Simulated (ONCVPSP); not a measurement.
## Logarithmic derivatives: nickel, ONCV

ONCVPSP 4.0.1 input, shortened (lines: element, Z, core and valence counts, functional; n l f; lmax; l rc ep ncon nbas qcut; lloc lpopt rc5 dvloc0; l nproj debl; icmod fcfact rcfact), PBE, scalar-relativistic:

```
  Ni 28.00    3    4        4      upf
    1    0    2.00
    2    0    2.00
    2    1    6.00
    3    0    2.00
    3    1    6.00
    3    2    8.00
    4    0    2.00
    2
    0    1.15    0.00    4    8   10.70
    1    0.75    0.00    3    6   11.80
    2    1.35    0.00    5   10   13.60
    4    5    0.70    0.00
    0    3    0.60
    1    2    2.20
    2    2    1.00
    3    2.00    1.05
```

In the p channel the program set the typed energies aside and used -2.623, 0.250 Ha.

The phase is arctan(r·R′/R) of the radial function R(r), unwrapped; energies in Ha, scanned from -6 to 5 Ha. A pole is an energy at which the radial function vanishes at the test radius. The pseudo phase is shifted by a multiple of π to meet the all-electron one at the reference energy, and phase errors are pseudo minus all-electron; the curves can meet again beyond the range given. Levels narrower than the energy grid can be missing from the lists of poles.

```tsv
channel	radius (bohr)	reference energy (Ha)	poles, all-electron	poles, pseudo	unbroken range about the reference energy with phases within 0.05 rad	phase error 1 Ha above the reference energy (rad)
s	1.17	-0.21	-3.05	-3.05	the whole range	+0.000
p	0.76	-2.62	none	none	the whole range	+0.000
d	1.37	-0.33	0.41	0.41	the whole range	+0.000
```

Phases in the s channel:

```
E (Ha)  all-electron  pseudo
 -5.96         0.719   0.719
 -5.40         0.199   0.199
 -4.84        -0.670  -0.670
 -4.28        -1.195  -1.195
 -3.72        -1.427  -1.427
 -3.16        -1.552  -1.552
 -2.60        -1.635  -1.635
 -2.04        -1.698  -1.698
 -1.48        -1.754  -1.754
 -0.92        -1.807  -1.807
 -0.36        -1.864  -1.864
  0.20        -1.929  -1.929
  0.76        -2.009  -2.009
  1.32        -2.115  -2.115
  1.88        -2.265  -2.265
  2.44        -2.489  -2.489
  3.00        -2.822  -2.822
  3.56        -3.251  -3.251
  4.12        -3.656  -3.656
  4.68        -3.948  -3.948
```
